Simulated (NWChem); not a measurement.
BGeH4OF; SMILES O[B](F)[GeH3]

```xyz
8

B      0.0518     1.0210    -0.0007
F     -1.0803     1.7322     0.0019
Ge    -0.0182    -1.0517    -0.0003
H     -0.7145    -1.5674     1.2742
H     -0.8317    -1.5681    -1.2027
H      1.3888    -1.6692    -0.0651
O      1.2269     1.6732    -0.0009
H      1.1171     2.6345     0.0016
```
Atoms are numbered in this order, from 1.

Level: PBE0/def2-SVP (NWChem), optimised geometry, unscaled harmonic frequencies. 

Question: List the harmonic frequencies with IR intensities, and the thermochemistry.

Answer: 
```csv
frequency (cm⁻¹),IR intensity (km/mol)
38,0.1
190,0.2
300,15.0
333,0.8
519,36.8
570,45.3
580,88.9
662,86.2
815,140.1
889,22.0
893,33.0
997,88.7
1266,209.2
1426,269.0
2151,104.4
2153,85.3
2169,107.4
3841,73.4
```

| Quantity | Value |
|---|---|
| zero-point energy | 28.3 kcal/mol |
| thermal correction to the enthalpy at 298.15 K (with zero-point energy) | 32.6 kcal/mol |
| heat capacity Cv | 19.7 cal/(mol K) |
| entropy at 298.15 K and 1 atm (symmetry number 1) | 79.6 cal/(mol K) |
| dipole moment | 1.71 D |

Rigid rotor and harmonic oscillator; modes under 100 cm⁻¹ make the entropy uncertain.
